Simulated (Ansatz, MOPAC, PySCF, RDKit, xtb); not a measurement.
Noncovalent pair: N2 (SMILES N#N) (first 2 atoms) with AsH3 (SMILES [AsH3]); geometry from B3LYP-D3(BJ)/def2-TZVP, rigid monomers moved along the line of their centres of mass till N2···As3 is 3.17 Å.
(charge 0, multiplicity 1):
```xyz
6

N      0.242    -0.233    -1.008
N      0.460    -0.696    -0.045
As    -0.305     0.034     2.940
H      1.180    -0.303     3.011
H     -0.688    -1.434     2.796
H     -0.450    -0.015     4.458
```

| level | interaction energy (kcal/mol) | minus CCSD(T)/CBS(aug-cc-pVDZ, aug-cc-pVTZ) | cost |
|---|---|---|---|
| UFF | 0.58 | 0.61 | - |
| GFN-FF | -3.34 | -3.32 | - |
| AM1 | 0.09 | 0.12 | - |
| PM3 | 5.91 | 5.93 | - |
| PM6 | 4.15 | 4.18 | - |
| PM7 | 0.08 | 0.11 | - |
| GFN1-xTB | -3.94 | -3.92 | - |
| GFN2-xTB | -6.01 | -5.99 | - |
| HF/STO-3G (no counterpoise) | 0.43 | 0.46 | - |
| HF/3-21G (no counterpoise) | -0.36 | -0.33 | - |
| HF/6-31G* (no counterpoise) | 1.32 | 1.34 | - |
| HF/aug-cc-pVDZ | 1.85 | 1.87 | - |
| HF/aug-cc-pVTZ | 1.83 | 1.86 | - |
| PBE/def2-TZVPPD | 0.44 | 0.47 | ×1 |
| PBE-D3(BJ)/def2-TZVPPD | -0.36 | -0.34 | ×1 |
| PBE-D4/def2-TZVPPD | -0.29 | -0.27 | ×1 |
| BP86/6-31G* (no counterpoise) | 0.54 | 0.56 | - |
| r2SCAN/def2-TZVPPD | 0.31 | 0.33 | ×2 |
| r2SCAN-D3(BJ)/def2-TZVPPD | 0.01 | 0.03 | ×2 |
| r2SCAN-D4/def2-TZVPPD | 0.08 | 0.10 | ×2 |
| B3LYP/3-21G (no counterpoise) | -1.73 | -1.71 | - |
| B3LYP/6-31G* (no counterpoise) | 0.28 | 0.31 | - |
| B3LYP/def2-TZVPPD | 1.15 | 1.18 | ×2 |
| B3LYP-D4/def2-TZVPPD | 0.00 | 0.03 | ×2 |
| PBE0/def2-TZVPPD | 0.54 | 0.57 | ×2 |
| PBE0-D4/def2-TZVPPD | -0.12 | -0.10 | ×2 |
| M06-2X/6-31G* (no counterpoise) | -0.94 | -0.91 | - |
| wB97M-V/def2-TZVPPD | -0.06 | -0.03 | ×4 |
| MP2/6-31G* | 0.62 | 0.64 | - |
| MP2/6-31G* (no counterpoise) | -0.42 | -0.39 | - |
| MP2/aug-cc-pVDZ | 0.08 | 0.10 | - |
| MP2/aug-cc-pVTZ | -0.20 | -0.18 | - |
| MP2/CBS(aug-cc-pVDZ, aug-cc-pVTZ) | -0.31 | -0.29 | - |
| SCS-MP2/aug-cc-pVDZ | 0.49 | 0.51 | - |
| SCS-MP2/aug-cc-pVTZ | 0.24 | 0.27 | - |
| CCSD/aug-cc-pVDZ | 0.62 | 0.65 | - |
| CCSD/aug-cc-pVTZ | 0.38 | 0.41 | - |
| CCSD(T)/aug-cc-pVDZ | 0.39 | 0.42 | ×3 |
| CCSD(T)/aug-cc-pVTZ | 0.10 | 0.12 | ×40* |
| CCSD(T)/CBS(aug-cc-pVDZ, aug-cc-pVTZ) | -0.02 | 0.00 | ×40* |

 The comparison column counts from a level with limits of its own.

The rows run from -6.01 (GFN2-xTB) to 5.91 kcal/mol (PM3). In aug-cc-pVTZ the value moves HF 1.83, MP2 -0.20, CCSD 0.38, CCSD(T) 0.10, a shift of -1.74 from HF to CCSD(T). From aug-cc-pVDZ to aug-cc-pVTZ CCSD(T) changes by -0.30. The dispersion term adds -0.81 in PBE-D3(BJ), -0.73 in PBE-D4, -0.30 in r2SCAN-D3(BJ). The 5 functionals in def2-TZVPPD without D3 or D4 span 1.21, from wB97M-V to B3LYP.

Counterpoise-corrected where a basis set is named; no monomer relaxation. Rows marked so take none. RDKit's UFF carries no charges.

Cores are frozen in the correlated methods. Filled d and f shells under p-block atoms count as core. CBS: X⁻³ extrapolation of the correlation energy, Hartree–Fock from the larger set. Rows in 3-21G, 6-31G*, STO-3G carry no dispersion term and start afresh at each structure (6-31G* with six Cartesian d functions); the Pople sets are all-electron and without relativity. MP2/6-31G* freezes PySCF's default core, which leaves 3d correlated. The state reached by AM1, PM3, PM6, PM7 isn't checked; PM7 holds dispersion and hydrogen-bond terms.

Programs: Ansatz (Gaussian orbitals); MOPAC for AM1, PM3, PM6, PM7 (differences of heats of formation); PySCF for 3-21G rows, 6-31G* rows, STO-3G rows, the dispersion terms; RDKit for the force fields; xtb for the GFN methods. Each number belongs to the level named beside it.

Costs are rough ratios of core time to PBE/def2-TZVPPD (about 5 s over the structures, on one shared machine); a dash marks a level with no comparable run of its own. A star marks coupled-cluster runs past 200 virtual orbitals, where the program's memory plan changes under this machine's limit, so their costs aren't comparable with smaller runs.

Ansatz is an electronic-structure program.
